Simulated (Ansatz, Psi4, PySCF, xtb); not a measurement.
Pair of molecules: CH4 (SMILES C) (first 5 atoms) with CH6Si (SMILES C[SiH3]); geometry from B3LYP-D3(BJ)/def2-TZVP, rigid monomers moved along the line of their centres of mass till C1···Si7 is 4.50 Å.
(charge 0, multiplicity 1):
```xyz
13

C     -0.08744     0.01240     0.32097
H     -0.33357    -0.40107    -0.65602
H      0.57248    -0.67456     0.84871
H      0.41208     0.97190     0.19234
H     -1.00193     0.15110     0.89595
C      0.60275     1.13725     4.56368
Si    -0.20040    -0.54281     4.78682
H      0.68992     1.38829     3.50578
H      1.60358     1.14968     4.99914
H      0.01340     1.91668     5.05010
H     -1.56159    -0.55670     4.19826
H     -0.31435    -0.87761     6.22778
H      0.60266    -1.60068     4.12688
```

Interaction energies are E(AB) − E(A) − E(B) at the monomers' geometry in the complex; basis-set methods are counterpoise corrected. Rows marked so take none.

Correlated levels freeze the cores. Rows in 3-21G, 6-31G* carry no dispersion term and start afresh at each structure (6-31G* with six Cartesian d functions).

Programs: Ansatz (Gaussian orbitals); Psi4 for SAPT; PySCF for 3-21G rows, 6-31G* rows, the dispersion terms; xtb for the GFN methods. Each number belongs to the level named beside it.

| level | interaction energy (kJ/mol) |
|---|---|
| GFN1-xTB | -3.1 |
| GFN2-xTB | -3.2 |
| HF/3-21G (no counterpoise) | -1.3 |
| PBE-D3(BJ)/def2-TZVPPD | -4.0 |
| r2SCAN-D3(BJ)/def2-TZVPPD | -2.9 |
| B3LYP/6-31G* (no counterpoise) | ___ |
| CCSD/aug-cc-pV(D+d)Z | -2.3 |
| CCSD(T)/aug-cc-pV(D+d)Z | -2.7 |
| SAPT0/jun-cc-pV(D+d)Z | ___ |

What belongs in the gaps?


- B3LYP/6-31G* (no counterpoise), interaction energy (kJ/mol): -0.3
- SAPT0/jun-cc-pV(D+d)Z, interaction energy (kJ/mol): -1.8

Ansatz is a program for electronic structure.
